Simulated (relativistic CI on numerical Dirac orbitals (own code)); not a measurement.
# One change at a time: K XVIII

Base calculation: Dirac-Coulomb-Breit CI, orbitals from a KLI potential per configuration, model QED (radiative potential, 1s self-energy scaled to tabulated hydrogen-like ionisation energies), unscaled Slater integrals.

CI space: 1s2, 1s.2s, 1s.2p, 1s.3s, 1s.3p, 1s.3d, 1s.4s, 1s.4p, 1s.4d, 1s.4f, 1s.5s, 1s.5p, 1s.5d, 1s.5f, 1s.5g, 1s.6s, 1s.6p, 1s.6d. Levels of other configurations are missing.

Variants: (1) P86 correlation estimate; (2) one mean potential for all configurations. Shifts of the energy above 1s2 1S_0, in eV, for the lowest level and the first level of each name with at least 55 % of one term (blank where a level changes its place among those of its configuration and J or its character, or is not in the variant):

| Level | Base | Δ(1) | Δ(2) |
| --- | --- | --- | --- |
| 1s2 1S_0 | 0.00 | 0.00 | 0.00 |
| 1s.2s 3S_1 | 3470.94 | +1.18 | -0.14 |
| 1s.2p 3P°_0 | 3490.94 | +1.52 | -0.19 |
| 1s.2p 3P°_1 | 3491.74 | +1.52 | -0.19 |
| 1s.2s 1S_0 | 3492.73 | +1.18 | +0.44 |
| 1s.2p 3P°_2 | 3495.24 | +1.52 | -0.19 |
| 1s.2p 1P°_1 | 3509.65 | +1.52 | -0.05 |
| 1s.3s 3S_1 | 4108.99 | +1.34 | 0.00 |
| 1s.3p 3P°_0 | 4114.51 | +1.31 | -0.03 |
| 1s.3p 3P°_1 | 4114.75 | +1.31 | -0.03 |
| 1s.3s 1S_0 | 4114.83 | +1.34 | +0.10 |
| 1s.3p 3P°_2 | 4115.79 | +1.31 | -0.02 |
| 1s.3d 3D_2 | 4118.80 | +1.22 | +0.03 |
| 1s.3d 3D_1 | 4118.81 | +1.22 | +0.03 |

At this charge energies of transitions that change n are usually good to better than 1 %, and those within a shell (Δn = 0) to a few per cent.

Ionisation energy from the two ground configurations alone: base 4609.4 eV; P86 correlation estimate 4611.29 eV. The NIST ASD value (theoretical) is 4610.81 eV.

LS names give the leading component of a level, which can be under half, so a name can repeat, a term be missing and a line seem to break the LS rules.
